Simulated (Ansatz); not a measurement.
Mulliken charges of CHBFNS, SMILES `FC1=NBS1` from ωB97M-V/def2-TZVPP in Ansatz (PBE0-D4/def2-TZVP geometry).

```csv
atom,x (Å),y (Å),z (Å),charge (e)
F1,0.990,-1.944,-0.336,-0.117
C2,0.404,-0.800,-0.139,0.278
N3,-0.636,-0.599,0.564,-0.227
B4,-0.529,0.816,0.215,0.085
S5,1.007,0.712,-0.860,-0.125
H6,-1.195,1.752,0.509,0.106
```

Q: By hand: the dipole of these point charges (1 e Å = 4.8032 D).

A: Σ q r = (-0.157, 0.307, 0.052) e Å, of length 0.349 e Å = 1.68 D.

Q: How does the dipole of the full density compare? (Best estimate.)

A: Computed: (0.091, 0.260, -0.115) e Å, 1.43 D; the point charges give 1.17 times that, at 55° from its direction.

Point charges leave out the atoms' own dipoles, such as those of lone pairs, and Mulliken's split depends on the basis, so the two needn't agree.
